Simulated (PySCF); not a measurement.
# How the method moves the HOMO and LUMO of `CN[BH2-][NH2+]C`

Compound: C2H11BN2.
Numbering: `[CH3:1][NH:2][BH2-:3][NH2+:4][CH3:5]` (hydrogens: H6, H7, H8 on C1; H9 on N2; H10, H11 on B3; H12, H13 on N4; H14, H15, H16 on C5)

Geometry (PBE0-D3(BJ)/def2-SVP, Å), atoms numbered from 1 in this order:
```
atom  x, y, z in Å
C1     2.3115   -0.0792   -0.7001
N2     1.1939   -0.8840   -0.2828
B3     0.1887   -0.3537    0.6778
N4    -1.1520    0.0593   -0.2403
C5    -2.2765    0.6297    0.4958
H6     3.0820    0.0931    0.0826
H7     2.8293   -0.5139   -1.5744
H8     1.9681    0.9226   -1.0103
H9     1.4720   -1.8411   -0.1037
H10   -0.2587   -1.1984    1.4544
H11    0.4734    0.7126    1.2331
H12   -1.4126   -0.7948   -0.7359
H13   -0.8170    0.6991   -0.9624
H14   -3.1341    0.8566   -0.1549
H15   -1.9395    1.5478    0.9943
H16   -2.5827   -0.0811    1.2745
```

Basis pcSseg-1 throughout (PySCF), one geometry. Geometry: PBE0-D3(BJ)/def2-SVP, one conformer, isolated molecule.

Task: How do the orbital energies, the gap and the dipole change with the method?

Result: 
| method | kind | HOMO (eV) | LUMO (eV) | gap (eV) | μ (D) | SCF cycles |
| --- | --- | --- | --- | --- | --- | --- |
| BLYP | GGA | -4.02 | -0.10 | 3.91 | 4.05 | 15 |
| OPBE | GGA | -4.09 | 0.16 | 4.25 | 4.12 | 15 |
| PBE | GGA | -4.14 | -0.09 | 4.04 | 4.05 | 15 |
| B97-D | GGA | -4.14 | 0.04 | 4.18 | 4.08 | 15 |
| BP86 | GGA | -4.24 | 0.01 | 4.25 | 4.07 | 15 |
| LDA | LDA | -4.25 | -0.25 | 4.01 | 4.01 | 14 |
| KT3 | GGA | -4.28 | -0.24 | 4.04 | 4.04 | 14 |
| KT2 | GGA | -4.29 | -0.15 | 4.14 | 3.97 | 15 |
| B97-2 | global hybrid | -5.23 | 0.80 | 6.03 | 4.14 | 12 |
| B3LYP | global hybrid | -5.25 | 0.43 | 5.69 | 4.13 | 12 |
| PBE0 | global hybrid | -5.48 | 0.79 | 6.27 | 4.14 | 12 |
| mPW1PW91 | global hybrid | -5.52 | 0.79 | 6.30 | 4.14 | 12 |
| BHandHLYP | global hybrid | -6.78 | 1.48 | 8.26 | 4.18 | 12 |
| CAM-B3LYP | range-separated hybrid | -6.87 | 1.62 | 8.49 | 4.16 | 12 |
| wB97X-D | range-separated hybrid | -7.37 | 2.64 | 10.01 | 4.18 | 13 |
| LC-wPBE | range-separated hybrid | -8.23 | 3.02 | 11.25 | 4.21 | 12 |
| HF | Hartree–Fock | -8.88 | 3.69 | 12.57 | 4.26 | 10 |

The HOMO spans 4.86 eV, from BLYP down to HF, and the gap runs from 3.91 eV (BLYP) to 12.57 eV (HF). Over the methods BLYP (0 %), OPBE (0 %), PBE (0 %), B97-D (0 %), BP86 (0 %), LDA (0 %), KT3 (0 %), KT2 (0 %), B97-2 (21 %), B3LYP (20 %), PBE0 (25 %), mPW1PW91 (25 %), BHandHLYP (50 %), HF (100 %), a straight line through the gap against the share of exact exchange rises by 0.85 eV for each 10 % (correlation coefficient 0.999). The dipole ranges from 3.97 D (KT2) to 4.26 D (HF). This basis has no diffuse functions.

The vertical ΔSCF ionisation energy at B3LYP/def2-SVPD is 7.76 eV; −ε(HOMO) comes closest to it with wB97X-D (7.37 eV).
